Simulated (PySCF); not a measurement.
A structure optimised at PBE-D3(BJ)/def2-SVP, used in a PySCF frequency run:

```
Sn
F 1 1.9477
O 1 1.9852 2 105.83
H 3 0.9806 1 107.28 2 0.00
Cl 1 2.3371 2 108.78 4 120.04
Cl 1 2.3371 2 108.78 4 -120.04
```

Problem. Write its SMILES, formula and point group.

Solution. [OH][Sn]([F])([Cl])[Cl], Cl2FHOSn, Cs

Problem. What are its rotational constants (standard atomic weights)?

Solution. 1.9705, 1.4537, 1.1778 GHz
